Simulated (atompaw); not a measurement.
**Reading a pseudo-wave (Ru)**

Columns: radius, all-electron u(r) and pseudo u(r) of the 4d shell (level -3.19 eV) of ruthenium in the configuration [Kr] 4d8 5s0 5p0; PBE, non-relativistic, PAW (atompaw) scheme, atompaw 4.2.0.5.

```csv
r (bohr),all-electron,pseudo
0.115,0.1920,-0.0013
0.231,0.3746,-0.0106
0.346,0.2828,-0.0342
0.462,0.0467,-0.0765
0.577,-0.2075,-0.1377
0.692,-0.4241,-0.2156
0.808,-0.5871,-0.3053
0.923,-0.6943,-0.3979
1.038,-0.7558,-0.4859
1.154,-0.7826,-0.5628
1.269,-0.7842,-0.6217
1.385,-0.7690,-0.6611
1.500,-0.7434,-0.6801
1.615,-0.7115,-0.6806
1.731,-0.6759,-0.6651
1.846,-0.6394,-0.6374
1.962,-0.6025,-0.6025
2.077,-0.5668,-0.5668
2.192,-0.5324,-0.5324
2.308,-0.4993,-0.4993
2.423,-0.4682,-0.4682
2.538,-0.4389,-0.4389
2.654,-0.4111,-0.4111
2.769,-0.3853,-0.3853
2.885,-0.3609,-0.3609
3.000,-0.3383,-0.3383
```

(1) How many radial nodes do the two functions have?

(2) At about which radius was the pseudo-wave matched?

(3) Where does each function peak?

(4) Is the pseudo-wave norm-conserving?

## Answers

(1) The all-electron 4d function has n − l − 1 = 1; the pseudo-wave has 0, since the states of the same l below it are removed with the core.

(2) 2.00 bohr, where the columns begin to agree (steps of 0.12 bohr).

(3) Outermost all-electron maximum near 1.27 bohr, pseudo maximum near 1.61 bohr (to the table’s step).

(4) No, it belongs to a PAW set: the norm inside the radius is not constrained, and the difference is carried by the augmentation charge.
